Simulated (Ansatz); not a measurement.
Input for Ansatz (a program for electronic structure): R-r2SCAN/def2-TZVPPD on GeH6OSn (SMILES [GeH3][O][SnH3]). Elements past Kr take the def2 small-core potentials; no spin–orbit coupling. The basis file is the Basis Set Exchange's JSON of that set.

Ansatz 0.2 input:
```yaml
crystal:
  periodic: [false, false, false]
  atoms:
    - {symbol: O, position_ang: [0.30238340, -0.78133643, -0.00000000]}
    - {symbol: Ge, position_ang: [-1.47458256, -0.82918300, 0.00000000]}
    - {symbol: H, position_ang: [-1.86370228, -2.31599305, -0.00000000]}
    - {symbol: H, position_ang: [-2.01428617, -0.11833844, -1.26056961]}
    - {symbol: H, position_ang: [-2.01428617, -0.11833844, 1.26056961]}
    - {symbol: Sn, position_ang: [1.53527591, 0.76110883, -0.00000000]}
    - {symbol: H, position_ang: [0.58611727, 2.18861550, -0.00000000]}
    - {symbol: H, position_ang: [2.47154030, 0.60663252, -1.42043239]}
    - {symbol: H, position_ang: [2.47154030, 0.60663252, 1.42043239]}
basis:
  gaussian:
    orbitals: def2-TZVPPD.json
hamiltonian:
  xc: {name: r2SCAN}
scf: {lower_state_search: off}
```

It printed:

```
WARN ansatz: RAYON_NUM_THREADS=4 ignored (pool sized by the plan → 4); use --threads N
Functional definition: r2SCAN
these checks for a lower state are left out or cut short: stability, starts, cluster_reference, orbital_swaps, neighbouring_geometries, increment
integrals: 0.21 GiB planned
1315 factors; their error is unknown
mean field: 1.37 GiB planned
mean field evaluation 1: about -64489.1605 eV, gradient 6.7e1 eV
mean field evaluation 2: about -64416.4127 eV, gradient 1.8e2 eV
mean field evaluation 4: about -64496.2678 eV, gradient 1.3e1 eV
mean field evaluation 8: about -64496.4494 eV, gradient 2.3e-1 eV
mean field evaluation 16: about -64496.4365 eV, gradient 1.6e-4 eV
mean field -64496.43648981 eV, -2370.2003237458 hartree, gradient 5.4e-6 eV, S^2 0.000000; 0 other end points of the search recorded, 0 dependent functions left out
reference -64496.43650676 eV, -2370.2003243685 hartree; 34, 34 occupied and 218, 218 virtual orbitals, 1315 factors
Total energy: -64496.43650676 eV, -2370.2003243685 hartree
Checks for a lower state left out: stability, starts, cluster_reference, orbital_swaps, neighbouring_geometries, increment
```

Self-consistency was reached.

Cost: around 7 core-seconds (rough).
